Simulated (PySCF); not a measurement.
Compound: C2H6B2O4.
Bonds: O1–B2, B2–O3, B2–B4, B4–O5, O5–C6, C6–C7, C7–O8, B4–O8. Hydrogens: H9 on O1; H10 on O3; H11, H12 on C6; H13, H14 on C7.

Level: CAM-B3LYP/def2-SVPD in PySCF, non-relativistic, on one gas-phase PBE0-D3(BJ)/def2-SVP geometry that isn't relaxed in the solvent. The solvent is an IEF-PCM continuum (van der Waals radii × 1.2), and excitations are vertical TDDFT with non-equilibrium linear response and a frozen core. Only the electrostatic response of the medium enters.

Gas-phase singlets (H = HOMO, L = LUMO):

```csv
state,E (eV),λ (nm),f,leading configurations
S1,6.854,181,0.020,H-1→L 96%
S2,7.028,176,0.028,H→L 97%
S3,7.317,169,0.000,"H→L+1 73%, H→L+2 19%"
S4,8.054,154,0.063,"H-2→L 80%, H-1→L+1 13%"
S5,8.117,153,0.025,"H-1→L+1 75%, H-2→L 14%"
```

Q: How does the list change in acetonitrile (ε = 35.69)?

A: 
```
state  E (eV)  λ (nm)      f  leading configurations  change by rank (eV)
   S1   6.836     181  0.033      H→L 84%, H-1→L 13%               -0.018
   S2   6.850     181  0.025      H-1→L 84%, H→L 13%               -0.178
   S3   7.315     169  0.000    H→L+1 61%, H→L+2 32%               -0.002
   S4   8.126     153  0.082  H-2→L 75%, H-1→L+1 19%               +0.072
   S5   8.211     151  0.003    H-5→L 63%, H-3→L 31%               +0.094
```

Q: The ground-state energy changes by -0.388 eV from gas to acetonitrile. By how much does the total energy of gas-phase S2 change?

A: E(S2) = E(S0) + excitation energy, so it changes by -0.388 − 0.192 = -0.580 eV: it is lowered more than the ground state, which is what a red shift means. This is the vertical state, with the slow part of the continuum still set for S0.

Q: How do the frontier levels move from gas to acetonitrile?

A: 
```tsv
orbital	gas (eV)	solvent (eV)	change (eV)	Löwdin shares, gas	Löwdin shares, solvent
LUMO+2	1.19	1.35	+0.16	B2 20 %, O3 17 %, O1 11 %, H10 9 %	B4 17 %, O3 16 %, O1 12 %, B2 11 %
LUMO+1	0.72	0.75	+0.03	B4 28 %, B2 26 %, C6 7 %, O5 6 %	B2 38 %, B4 24 %, O1 8 %, O3 8 %
LUMO	0.60	0.56	-0.04	B4 26 %, B2 26 %, O5 12 %, O8 12 %	B2 27 %, B4 26 %, O8 12 %, O5 12 %
HOMO	-9.62	-9.43	+0.19	O8 30 %, O5 28 %, C7 9 %, C6 9 %	O5 28 %, O8 27 %, C6 10 %, C7 10 %
HOMO-1	-10.16	-10.24	-0.08	B2 26 %, B4 25 %, O1 22 %, O3 8 %	B2 26 %, B4 25 %, O1 21 %, O3 8 %
HOMO-2	-10.75	-10.94	-0.19	O3 45 %, O1 41 %, B2 8 %	O1 44 %, O3 43 %, B2 8 %
HOMO-3	-11.30	-11.11	+0.19	O8 28 %, C6 22 %, C7 22 %, O5 11 %	C7 24 %, C6 24 %, O5 18 %, O8 17 %
```

The HOMO–LUMO gap goes from 10.22 to 9.99 eV. Rows go by rank; for LUMO, LUMO+1 and LUMO+2 the atom shares or the degeneracy differ between the runs, so the row needn't follow one orbital.

The values belong to the conformer `[OH:1][B:2]([OH:3])[B:4]1[O:5][CH2:6][CH2:7][O:8]1`: O1–B2–B4–O5 -2°, H–O1–B2–O3 180°, H–O3–B2–O1 0°.
